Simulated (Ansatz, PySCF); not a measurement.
System: C2H4N, charge 0, doublet. C2H4N (SMILES [CH2]N=C, doublet).
B3LYP-D3(BJ)/def2-TZVP minimum from Ansatz (a first-principles code):
```
N
C 1 1.3156
C 1 1.3156 2 119.76
H 2 1.0827 1 118.95 3 -180.00
H 3 1.0827 1 118.95 2 -180.00
H 3 1.0937 5 118.71 1 -180.00
H 2 1.0937 4 118.71 1 -180.00
```
Charge 0, spin multiplicity 2.

Atomisation energy term by term, kcal/mol (programs: Ansatz). UHF or UKS for unpaired electrons; spin-orbit terms are left out. Cores are frozen in correlated methods. Rows without X2C or -DK are non-relativistic. CBS(X,Y): correlation extrapolated as X^-3, Hartree-Fock from the larger set. A bracket is a step between two methods taken in the basis named. '+ core + X2C': CCSD(T) terms for core correlation (cc-pwCVTZ) and scalar relativity (cc-pVTZ-DK). For partners of very few electrons the exact lower level stands in for a higher one. The UHF reference of C2H4N ([CH2]N=C, doublet) is spin-contaminated (<S^2> up to 0.21 over the pure value in the sets run).

```csv
term,basis,kcal/mol
Hartree-Fock,cc-pVQZ,454.84
CCSD correlation,"CBS(cc-pVTZ,cc-pVQZ)",165.29
(T),"CBS(cc-pVTZ,cc-pVQZ)",11.33
CCSDT(Q) - CCSD(T),cc-pVDZ,1.06
core correlation,cc-pwCVTZ,2.70
scalar relativity,"X2C, cc-pVTZ-DK",-0.54
minus zero-point energy,Hessian by PySCF at B3LYP-D3(BJ)/def2-TZVP,-33.59
sum: D0,,601.1
```
